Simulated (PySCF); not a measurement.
A calculated (r2SCAN, PySCF 2.14, ANO-RCC-VTZP, scalar relativity by spin-free X2C-1e) atom or ion has these occupied shells.

```
shell  electrons  orbital energy (eV)  rms radius, mean of both spins (bohr)
 1s α          1              -3185.0                                 0.0992
 1s β          1              -3184.0                                 0.0992
 2s α          1              -350.79                                  0.448
 2s β          1              -350.19                                  0.448
 2p α          3              -281.95                                  0.418
 2p β          3              -280.79                                  0.418
 3s α          1              -68.958                                   1.39
 3s β          1              -62.684                                   1.39
 3p α          3              -52.398                                   1.49
```

Q: Name the element and its charge.

A: Ar³⁺ (argon, charge +3), in [Ne] 3s2 3p3, high-spin 4S determinant.
